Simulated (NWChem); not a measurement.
The numbers come from NWChem runs, not from measurements. System: H$_{5}$GaGe, charge 0, spin multiplicity 1, at a geometry optimised with PBE/def2-SVP. The structure started from a generated list of species. Level: MP2/def2-TZVP, 18 core orbitals frozen.

Part of the output:

```
             Northwest Computational Chemistry Package (NWChem) 7.3.0
             --------------------------------------------------------

                                NWChem Input Module
                                -------------------

 Scaling coordinates for geometry "geometry" by  1.889725989
 (inverse scale =  0.529177249)

                             Geometry "geometry" -> ""
                             -------------------------

 Output coordinates in angstroms (scale by  1.889725989 to convert to a.u.)

  No.       Tag          Charge          X              Y              Z
 ---- ---------------- ---------- -------------- -------------- --------------
    1 Ga                  31.0000    -1.22974300    -0.06951900    -0.29487000
    2 Ge                  32.0000     1.15695300     0.06366400     0.27399900
    3 H                    1.0000     2.00999700    -1.09366800    -0.31358300
    4 H                    1.0000     1.79103600     1.40264400    -0.19856400
    5 H                    1.0000     1.33212300     0.01789300     1.82082100
    6 H                    1.0000    -2.16839100     1.18374100    -0.04234500
    7 H                    1.0000    -1.86522500    -1.39275800    -0.89334100

 Effective nuclear repulsion energy (a.u.)     292.7804870291

            Nuclear Dipole moment (a.u.)
            ----------------------------
        X                 Y               Z
 ---------------- ---------------- ----------------
     0.0000056692     0.0000207870    -0.0000264562


 Summary of "ao basis" -> "" (spherical)
 ------------------------------------------------------------------------------
       Tag                 Description            Shells   Functions and Types
 ---------------- ------------------------------  ------  ---------------------
 *                         def2-tzvp                  on all atoms

 Summary of "ao basis" -> "ao basis" (spherical)
 ------------------------------------------------------------------------------
       Tag                 Description            Shells   Functions and Types
 ---------------- ------------------------------  ------  ---------------------
 Ga                        def2-tzvp                16       48   6s5p4d1f
 Ge                        def2-tzvp                16       48   6s5p4d1f
 H                         def2-tzvp                 4        6   3s1p

                                 NWChem SCF Module
                                 -----------------

  ao basis        = "ao basis"
  functions       =   126
  atoms           =     7
  closed shells   =    34
  open shells     =     0
  charge          =   0.00
  wavefunction    = RHF
  use symmetry    = F
  symmetry adapt  = F

 Summary of "ao basis" -> "ao basis" (spherical)
 ------------------------------------------------------------------------------
       Tag                 Description            Shells   Functions and Types
 ---------------- ------------------------------  ------  ---------------------
 Ga                        def2-tzvp                16       48   6s5p4d1f
 Ge                        def2-tzvp                16       48   6s5p4d1f
 H                         def2-tzvp                 4        6   3s1p

 Forming initial guess at       0.1s

      Superposition of Atomic Density Guess
      -------------------------------------

 Sum of atomic energies:       -4001.02979263

      Non-variational initial energy
      ------------------------------

 Total energy =   -4001.514558
 1-e energy   =   -6166.650374
 2-e energy   =    1872.355328
 HOMO         =      -0.274935
 LUMO         =      -0.030455

 Starting SCF solution at       5.6s

 ----------------------------------------------
         Quadratically convergent ROHF

 Convergence threshold     :          1.000E-07
 Maximum no. of iterations :          100
 Final Fock-matrix accuracy:          1.000E-09
 ----------------------------------------------

              iter       energy          gnorm     gmax       time
             ----- ------------------- --------- --------- --------
                 1    -4001.4788198039  4.56D-01  1.16D-01      5.9
                 2    -4001.5030739825  2.18D-01  5.44D-02      6.2
[...]
    69      0.206616  2 Ge pz               104     -0.194899  4 H  s

 Vector   33  Occ=2.000000D+00  E=-4.268038D-01
              MO Center= -1.5D+00, -9.3D-02, -3.8D-01, r^2= 3.8D+00
   Bfn.  Coefficient  Atom+Function         Bfn.  Coefficient  Atom+Function
  ----- ------------  ---------------      ----- ------------  ---------------
    17      0.290516  1 Ga py               116      0.223563  6 H  s
   122     -0.221665  7 H  s                117      0.170581  6 H  s
   123     -0.169256  7 H  s

 Vector   34  Occ=2.000000D+00  E=-3.684332D-01
              MO Center= -4.8D-02, -1.6D-03, -1.0D-02, r^2= 3.7D+00
   Bfn.  Coefficient  Atom+Function         Bfn.  Coefficient  Atom+Function
  ----- ------------  ---------------      ----- ------------  ---------------
    64     -0.313831  2 Ge px                16      0.303187  1 Ga px
    67     -0.277718  2 Ge px                54      0.154018  2 Ge s

 Vector   35  Occ=0.000000D+00  E= 2.338934D-02
              MO Center= -1.1D+00, -6.7D-02, -2.9D-01, r^2= 4.7D+00
   Bfn.  Coefficient  Atom+Function         Bfn.  Coefficient  Atom+Function
  ----- ------------  ---------------      ----- ------------  ---------------
    21      0.739268  1 Ga pz                20     -0.263675  1 Ga py
    18      0.241403  1 Ga pz               111     -0.170321  5 H  s
    19     -0.155193  1 Ga px

 Vector   36  Occ=0.000000D+00  E= 1.184418D-01
              MO Center= -1.8D-01, -2.4D-02, -2.6D-02, r^2= 9.3D+00
   Bfn.  Coefficient  Atom+Function         Bfn.  Coefficient  Atom+Function
  ----- ------------  ---------------      ----- ------------  ---------------
    54      2.873178  2 Ge s                  6     -1.870073  1 Ga s
    19     -1.828853  1 Ga px                67     -1.224534  2 Ge px
   111     -0.466208  5 H  s                 21     -0.425363  1 Ga pz
   105     -0.417088  4 H  s                 99     -0.320590  3 H  s
    41     -0.314434  1 Ga d  2              69     -0.210225  2 Ge pz

 Vector   37  Occ=0.000000D+00  E= 1.331992D-01
              MO Center=  1.1D-01,  7.8D-02,  1.8D-01, r^2= 5.9D+00
   Bfn.  Coefficient  Atom+Function         Bfn.  Coefficient  Atom+Function
  ----- ------------  ---------------      ----- ------------  ---------------
    20      1.278031  1 Ga py               123      1.179546  7 H  s
   117     -0.903360  6 H  s                 99      0.830362  3 H  s
    68      0.770992  2 Ge py               105     -0.564488  4 H  s
    21      0.472345  1 Ga pz                69      0.271662  2 Ge pz
    54     -0.230641  2 Ge s                111     -0.219416  5 H  s

 center of mass
 --------------
 x =   0.02391326 y =   0.00042542 z =   0.00391412

 moments of inertia (a.u.)
 ------------------
          82.194528636038         -41.811853673920        -184.430655337680
         -41.811853673920         843.929159516893         -14.296877543061
        -184.430655337680         -14.296877543061         813.075638920958

  Mulliken analysis of the total density
  --------------------------------------

    Atom       Charge   Shell Charges
 -----------   ------   -------------------------------------------------------
    1 Ga  31    30.53   2.00  2.00  1.17  0.80  0.76  0.39  5.98  4.46  1.54  1.00  0.32  8.87  1.13  0.02  0.07  0.01
    2 Ge  32    32.17   2.00  2.00  1.16  0.80  0.75  0.65  5.98  4.44  1.56  1.46  1.17  8.91  1.10  0.04  0.13  0.02
    3 H    1     1.02   0.23  0.56  0.22  0.01
    4 H    1     1.02   0.23  0.56  0.22  0.01
    5 H    1     1.02   0.22  0.56  0.22  0.01
    6 H    1     1.12   0.22  0.56  0.34  0.01
    7 H    1     1.12   0.22  0.56  0.34  0.01

       Multipole analysis of the density wrt the origin
       ------------------------------------------------

     L   x y z        total         open         nuclear
     -   - - -        -----         ----         -------
     0   0 0 0     -0.000000      0.000000     68.000000

     1   1 0 0     -0.137897      0.000000      0.000006
     1   0 1 0     -0.023814      0.000000      0.000021
     1   0 0 1     -0.066344      0.000000     -0.000026

     2   2 0 0    -32.124160      0.000000    381.807570
     2   1 1 0      0.212959      0.000000     19.197869
     2   1 0 1     -1.128829      0.000000     87.787098
     2   0 2 0    -30.682657      0.000000     24.227445
     2   0 1 1     -1.443339      0.000000      8.873303
     2   0 0 2    -27.257960      0.000000     33.392360

                   NWChem MP2 Semi-direct Energy/Gradient Module
                   ---------------------------------------------

  Basis functions       =    126
  Molecular orbitals    =    126
  Frozen core           =     18
  Frozen virtuals       =      0
  Active alpha occupied =     16
  Active beta occupied  =     16
  Active alpha virtual  =     92
  Active beta virtual   =     92
  Use MO symmetry       = F
  Use skeleton AO sym   = F

  AO/Fock/Back tols     =   1.0D-09  1.0D-09  1.0D-09

 GA uses MA = F    GA memory limited = T

 Available:
  local mem=  1.15D+08
 global mem=  1.31D+08
 local disk=  0.00D+00
  mp2_memr nvloc                    92
  nvloc new                    92
   1 passes of  16:        5242880                     105957                  37938570.
   1 passes of  16: M    114680009           G      131040248           F     109437129.

 Semi-direct pass number   1 of   1  for RHF alpha+beta  at       11.4s
  vrange nnbf                  7575
  mp2_eaftype                   144  avail_ma_in_mb                   999
 EAF : mp2_eaftype filesize         144   18969285.
  mp2_eaf for mointskh                    144
Node 0 wrote     89.2 Mb in      0.0 s     Agg I/O rate:  1960.7 Mb/s
 Done moints_semi at       25.8s
  mp2_eaftype                   144  avail_ma_in_mb                   855
 EAF : mp2_eaftype filesize         144   18969285.
  mp2_eaf for kh                   144
 Done maket at       26.4s
 Done multipass loop at       26.4s

          -------------------------------------------
          SCF energy               -4001.506044167396
          Correlation energy          -0.483719978319
          Singlet pairs               -0.284455649101
          Triplet pairs               -0.199264329218
          Total MP2 energy         -4001.989764145715
          -------------------------------------------

          ---------------------------------------------------
                    Spin Component Scaled (SCS) MP2
          Same spin pairs                     -0.132842886145
          Same spin scaling factor             0.333333333333
          Opposite spin pairs                 -0.350877092173
          Opposite spin scaling fact.          1.200000000000
          SCS-MP2 correlation energy          -0.465333472656
          Total SCS-MP2 energy             -4001.971377640053
          ---------------------------------------------------

 -----------------------
 Performance information
 -----------------------

 Timer overhead =  1.94D-07 seconds/call

               Nr. of calls         CPU time (s)                 Wall time (s)                GFlops
             ---------------    -------------------     ------------------------------   -------------------
Name         Min   Avg   Max    Min     Avg     Max     Min     Avg     Max   Mx/calls   Min     Max     Sum
mp2: moin     1     1     1    14.     14.     14.      14.     14.     14.     14.      0.0     0.0     0.0
mp2: make     1     1     1   0.59    0.59    0.59     0.59    0.59    0.59    0.59      0.0     0.0     0.0
mp2: tota     1     1     1    15.     15.     15.      15.     15.     15.     15.      0.0     0.0     0.0

 The average no. of pstat calls per process was 3.00D+00
 with a timing overhead of 5.81D-07s

 Task  times  cpu:       26.4s     wall:       26.4s

 Total times  cpu:       26.4s     wall:       26.4s
```

Write an NWChem input that would produce this output.

Several could match; the one computed here: 
```
start mol
memory heap 200 mb stack 800 mb global 1000 mb
geometry units angstroms nocenter noautoz noautosym
  Ga    -1.229743    -0.069519    -0.294870
  Ge     1.156953     0.063664     0.273999
  H      2.009997    -1.093668    -0.313583
  H      1.791036     1.402644    -0.198564
  H      1.332123     0.017893     1.820821
  H     -2.168391     1.183741    -0.042345
  H     -1.865225    -1.392758    -0.893341
end
basis spherical
  * library def2-tzvp
end
scf
  rhf
  nopen 0
  maxiter 100
  thresh 1e-7
  semidirect memsize 60000000 filesize 0
end
mp2
  freeze core 18
end
task mp2 energy
```
